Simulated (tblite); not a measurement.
C6H6F3O (doublet state).
Cartesian coordinates in Å at the GFN2-xTB level; atoms count from 1:
```xyz
16
C6H6F3O angstrom
C     -1.8101   -1.4165   -0.8748
C     -0.9324   -0.5954   -0.2073
C      0.4163   -0.5082   -0.5396
O      1.2900    0.1903    0.2072
C      2.6037    0.2926   -0.2880
C     -1.4449    0.1985    0.9225
F     -2.3469   -0.4176    1.7154
C     -1.1417    1.4610    1.2108
F     -0.3372    2.2266    0.4858
F     -1.6266    2.1475    2.2388
H     -1.4773   -2.0290   -1.6905
H     -2.8429   -1.4693   -0.5900
H      0.7974   -1.0578   -1.3899
H      3.2024    0.7254    0.5109
H      3.0052   -0.6885   -0.5598
H      2.6373    0.9493   -1.1630
```

Computed values, GFN2-xTB/tblite, gas phase, harmonic and unscaled. This tight-binding method is rough: wavenumbers can miss measured ones by several per cent, in bad cases by 10 to 20. One conformer, not necessarily the lowest. Open shells enter through the occupations alone, without spin polarisation, and single modes of such species can be off by tens of per cent.

Harmonic wavenumbers (cm⁻¹): 46.7, 54.3, 95.2, 121.2, 157.6, 163.8, 222.9, 257.5, 276.4, 348.8, 378.2, 440.5, 463.4, 522.6, 540.1, 587.7, 611.0, 688.3, 712.2, 732.1, 945.0, 1026.2, 1050.4, 1115.4, 1126.4, 1162.8, 1200.2, 1251.0, 1284.4, 1366.6, 1401.0, 1455.8, 1458.9, 1464.5, 1497.4, 1756.7, 2940.0, 2954.0, 3037.1, 3054.6, 3140.5, 3181.7.

A = 1614, B = 1105, C = 735.0 MHz; mass 151.037 u (most abundant isotopes); point group C1, symmetry number 1; spin multiplicity 2.

Q: What is the zero-point energy?

A: Half the sum of the wavenumbers: 23146 cm⁻¹ = 276.88 kJ/mol.

Q: Give the ideal-gas entropy at 273.15 K and 1 bar in the rigid-rotor, harmonic-oscillator model (classical rotation).

A: Translation 169.61, rotation 123.94, vibration 130.25, spin (R ln 2) 5.76: S = 429.6 J/(mol K).

Q: And Cp and H(273.15 K) − H(0)?

A: Cp = 160.42 J/(mol K), of which vibrations give 127.17 (their classical limit is 42 R = 349.2); H(273.15 K) − H(0) = 27.67 kJ/mol without the zero-point energy, 18.59 from vibrations.

Q: Which modes carry the vibrational entropy at 273.15 K?

A: 46.7 cm⁻¹: 20.00; 54.3 cm⁻¹: 18.75; 95.2 cm⁻¹: 14.14; 121.2 cm⁻¹: 12.19; 157.6 cm⁻¹: 10.10; 163.8 cm⁻¹: 9.79 J/(mol K); the other 36 give 45.28 together.

Q: Blend soft modes into free rotors: weight 1/[1 + (100 cm⁻¹/ν̃)⁴] for the oscillator and the rest for a rotor with moment μB/(μ + B), μ = h/(8π²ν), B = 10⁻⁴⁴ kg m². What vibrational entropy results?

A: 119.28 J/(mol K) in place of 130.25, which changes −T·S at 273.15 K by +3.00 kJ/mol.

Q: What must be added to the electronic energy to get the Gibbs energy at 273.15 K and 1 bar?

A: ZPE + [H(273.15 K) − H(0)] − T·S = 276.88 + 27.67 − 117.34 = 187.21 kJ/mol.

Hindered rotation and anharmonicity are outside this model. Other conformers, if any are populated, would add a mixing term that is left out. The structure is chiral; the term R ln 2 for an equal mix with its mirror image is left out.
